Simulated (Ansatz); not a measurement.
Ansatz (a first-principles code) input:
A basis named .json is the Basis Set Exchange file of that set.

Ansatz 0.2 input:
```yaml
crystal:
  periodic: [false, false, false]
  atoms:
    - {symbol: Zr, position_ang: [-0.00000000, 0.00000000, 0.00000000]}
    - {symbol: F, position_ang: [1.88532173, -0.28673093, -0.17314437]}
    - {symbol: F, position_ang: [-0.88962451, -0.44385382, 1.63651876]}
    - {symbol: F, position_ang: [-0.99569722, 0.73058474, -1.46337439]}
basis:
  gaussian:
    orbitals: def2-QZVPPD.json
hamiltonian:
  xc: hf
magnetization: {spin_polarized: true, initial_magnetization: 1}
```

Task: What final total energy does it print?

Result: -345.24584 Eh (HF/def2-QZVPPD). The basis has 279 functions.

The spin state was set by rule; other spins were not relaxed.
